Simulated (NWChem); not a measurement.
System: CH₃ClO₃Si; SMILES [Si@H](Cl)(OC=O)O

Input file for NWChem:

```
start job
memory heap 200 mb stack 900 mb global 1100 mb
geometry units angstroms noautosym nocenter noautoz
  O     -0.049335    -2.109893     1.048693
  C      0.843126    -1.911565     0.267785
  O      0.899644    -0.894549    -0.584604
  Si    -0.298491     0.324205    -0.655682
  O     -1.755000    -0.306095    -0.272315
  Cl     0.318114     1.783855     0.646696
  H      1.730886    -2.568623     0.168393
  H     -0.290142     0.842837    -2.030971
  H     -1.690447    -0.962754     0.440688
end
basis spherical
  O library 6-31g*
  C library 6-31g*
  Si library 6-31g*
  Cl library 6-31g*
  H library 6-31g*
end
dft
  xc hfexch
  iterations 150
  mulliken
end
task dft energy
esp
  recalculate
  probe 0.07
  range 0.3
  factor 1.0
  spacing 0.02
end
task esp
```

Coordinates come from a PBE0/def2-SVP optimisation.

Atomic charges in e: unrestrained fits to the electrostatic potential beside Mulliken populations; buried atoms are poorly determined by the fit.

Atoms are numbered as in the input.

Problem. What results follow from this input? (Hartree-Fock/6-31G* (spherical d).) Quantities: ESP O1; Mulliken O1; ESP C2; Mulliken C2; ESP O3; Mulliken O3; ESP Si4; Mulliken Si4; ESP O5; Mulliken O5; relative RMS misfit of the potential (%).

Solution. 
```
Quantity                                  Result
----------------------------------------  ------
ESP O1                                     -0.63
Mulliken O1                                -0.57
ESP C2                                      0.83
Mulliken C2                                 0.61
ESP O3                                     -0.64
Mulliken O3                                -0.74
ESP Si4                                     1.16
Mulliken Si4                                1.30
ESP O5                                     -0.80
Mulliken O5                                -0.88
relative RMS misfit of the potential (%)      26
```
